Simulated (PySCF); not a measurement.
Compound: C4H5F2OS (doublet state).
Z-matrix (Å and degrees, GFN2-xTB geometry), rows numbered from 1:
```
F 
C   1  1.3531
F   2  1.3508  1  107.55
O   2  1.3019  1  117.19  3   135.47
C   4  1.4557  2  121.01  1   -49.44
C   5  1.5242  4  109.87  2   167.82
C   6  1.5296  5   96.23  4   106.82
S   5  1.8191  4  112.69  2   -89.78
H   5  1.0909  4  108.95  2    37.31
H   6  1.0886  5  111.95  4  -135.28
H   6  1.0889  5  111.81  4   -12.33
H   7  1.0864  6  115.61  5   124.21
H   7  1.0870  6  114.71  5  -105.66
```

The hyperfine couplings belong to this conformer and change with its torsions.

The species is `[C](F)(O[C@@H]1SCC1)F` [radical].

Level of theory: UKS B3LYP, pcH-1 on C F H O S, non-relativistic, mean-field spin-orbit, GIAO (PySCF 2.14.0). Isolated species at its GFN2-xTB geometry (one conformer only). A GFN2-xTB geometry isn't a minimum of the functional, and hyperfine couplings can be far from their values at a DFT geometry. The SCF solution wasn't tested for stability.

Principal values of hyperfine tensors in MHz (contact, dipolar and spin–orbit terms together), for some of the nuclei:

```csv
atom,isotope,A1,A2,A3
C2,13C,564.96,565.64,780.55
F1,19F,116.82,136.28,692.37
O4,17O,-164.46,-146.43,-145.04
C5,13C,40.93,41.46,63.44
H10,1H,2.33,2.38,5.15
H9,1H,-8.20,-3.17,2.46
C6,13C,-3.30,-3.20,-1.88
H11,1H,0.87,1.11,5.58
```

**Question.** Split each tensor into its isotropic and traceless parts, and turn a_iso into mT with g = 2.0036.

**Answer.** a_iso is a third of the trace, T = A − a_iso, and a(mT) = a(MHz)/(g × 13.996). The tensors hold a spin–orbit part: the run splits a_iso into a_FC + a_SO, and T includes its anisotropic share.

```json
{"atom": "C2", "a_iso (MHz)": "637.05", "a_FC": "637.05", "a_SO": "0.01", "a_iso (mT)": "22.717", "T1": "-72.09", "T2": "-71.41", "T3": "143.50"}
{"atom": "F1", "a_iso (MHz)": "315.16", "a_FC": "314.07", "a_SO": "1.08", "a_iso (mT)": "11.238", "T1": "-198.33", "T2": "-178.88", "T3": "377.21"}
{"atom": "O4", "a_iso (MHz)": "-151.98", "a_FC": "-151.92", "a_SO": "-0.06", "a_iso (mT)": "-5.420", "T1": "-12.48", "T2": "5.55", "T3": "6.94"}
{"atom": "C5", "a_iso (MHz)": "48.61", "a_FC": "48.56", "a_SO": "0.05", "a_iso (mT)": "1.733", "T1": "-7.68", "T2": "-7.15", "T3": "14.83"}
{"atom": "H10", "a_iso (MHz)": "3.29", "a_FC": "3.28", "a_SO": "0.00", "a_iso (mT)": "0.117", "T1": "-0.96", "T2": "-0.91", "T3": "1.87"}
{"atom": "H9", "a_iso (MHz)": "-2.97", "a_FC": "-2.98", "a_SO": "0.01", "a_iso (mT)": "-0.106", "T1": "-5.23", "T2": "-0.20", "T3": "5.43"}
{"atom": "C6", "a_iso (MHz)": "-2.79", "a_FC": "-2.79", "a_SO": "0.00", "a_iso (mT)": "-0.100", "T1": "-0.51", "T2": "-0.41", "T3": "0.91"}
{"atom": "H11", "a_iso (MHz)": "2.52", "a_FC": "2.52", "a_SO": "0.00", "a_iso (mT)": "0.090", "T1": "-1.64", "T2": "-1.41", "T3": "3.06"}
```

**Question.** What spin density at the nucleus of C6 lies behind its contact coupling (g_N = 1.40482)?

**Answer.** a_FC = 800.24 MHz bohr³ × g_N × ρ(0)/(2S). With a_FC = -2.79 MHz and 2S = 1, ρ(0) = -0.002485 bohr⁻³.

**Question.** F3 (19F, g_N = 5.25774) isn't in the table. Its spin density at the nucleus is 0.08741 bohr⁻³. What is its contact coupling?

**Answer.** By the same relation, a_FC = 367.8 MHz. The spin–orbit term adds +1.30 MHz. Its full tensor has the principal values 141.52, 159.58, 806.11 MHz.

**Question.** Which nucleus of the table has the largest anisotropic coupling, and what is its form?

**Answer.** F1: -198.3, -178.9, 377.2 MHz (the dipolar term alone has -199.0, -179.5, 378.5), nearly axial, close to the ratio −1:−1:+2.
